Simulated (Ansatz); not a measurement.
Consider the redistribution: `F[SiH2][TeH]` + `CN([SiH3])[SiH](O)O` → `CN([SiH2]F)[SiH](O)O` + `[SiH3][TeH]`.

Isolated molecules relaxed with PBE0-D4/def2-TZVP in Ansatz; ΔE leaves out vibrations. CCSD(T)/CBS is the MP2 limit (def2-TZVPP, def2-QZVPP) plus CCSD(T) − MP2 in def2-TZVPP, frozen cores. DFT in def2-TZVPP. B3LYP here is the variant with VWN-RPA as its local correlation; programs differ in this. def2 core potentials past Kr. For Te outer-core shells are correlated without core-valence functions, which leaves a few kJ/mol of doubt a bond. One conformer a species, not always the lowest.

```csv
level,ΔE (kJ/mol),difference from CCSD(T)/CBS
r2SCAN-D4,-24.8,-0.2
PBE0-D4,-24.8,-0.2
ωB97M-V,-25.7,-1.1
r2SCAN,-24.6,0.0
B3LYP,-23.2,1.4
MP2/def2-TZVPP,-24.4,0.2
CCSD(T)/def2-TZVPP,-25.5,-0.9
HF/def2-QZVPP,-25.7,-1.1
HF/CBS(def2),-25.6,-1.0
CCSD/CBS(def2),-24.9,-0.3
CCSD(T)/CBS,-24.6,0
```

Largest T1 diagnostic among the species: 0.012.
